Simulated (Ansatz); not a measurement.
System: CH4FSi, charge 0, doublet. CH4FSi (SMILES [CH2][SiH2]F, doublet).
B3LYP-D3(BJ)/def2-TZVP minimum from Ansatz (a quantum-chemistry and plane-wave program):
```
Si
F 1 1.6092
H 1 1.4783 2 108.30
H 1 1.4811 3 110.10 2 115.78
C 1 1.8328 3 110.60 4 124.06
H 5 1.0842 1 122.58 3 -19.76
H 5 1.0846 6 114.76 1 178.42
```
Charge 0, spin multiplicity 2.

Wanted: atomisation energy (electronic, to ground-state atoms), in kcal/mol. UHF or UKS for unpaired electrons; spin-orbit terms are left out. CBS(X,Y): correlation extrapolated as X^-3, Hartree-Fock from the larger set. A bracket is a step between two methods taken in the basis named. The functionals are non-relativistic, so their misses hold any scalar relativity. Double hybrids freeze cores in their MP2 part. '+ core + X2C': CCSD(T) terms for core correlation (cc-pwCVTZ, 1s frozen past Ne) and scalar relativity (cc-pVTZ-DK). Where a partner has so few electrons that a lower coupled-cluster level is exact, that level stands in.

CCSD(T)/CBS(cc-pV(T+d)Z,cc-pV(Q+d)Z) + [CCSDT(Q) - CCSD(T)]/cc-pV(D+d)Z + core + X2C (Ansatz) gives 581.0 kcal/mol.

### Question
How far off this value is PBE/def2-TZVPD (Ansatz), in which direction, and which of these levels come nearer: r2SCAN/def2-TZVPD, B3LYP/def2-TZVPD, wB97M-V/def2-TZVPD, B2PLYP/def2-TZVPD, CCSD(T)/CBS(cc-pV(T+d)Z,cc-pV(Q+d)Z) + core + X2C?

### Answer
PBE gives 578.0 kcal/mol, 3.0 kcal/mol below it. Differences of the others: r2SCAN/def2-TZVPD (Ansatz) 0.4; B3LYP/def2-TZVPD (Ansatz) -6.2; wB97M-V/def2-TZVPD (Ansatz) -2.6; B2PLYP/def2-TZVPD (Ansatz) -9.3; CCSD(T)/CBS(cc-pV(T+d)Z,cc-pV(Q+d)Z) + core + X2C (Ansatz) -0.4 kcal/mol. Nearer than PBE: r2SCAN/def2-TZVPD, wB97M-V/def2-TZVPD, CCSD(T)/CBS(cc-pV(T+d)Z,cc-pV(Q+d)Z) + core + X2C.
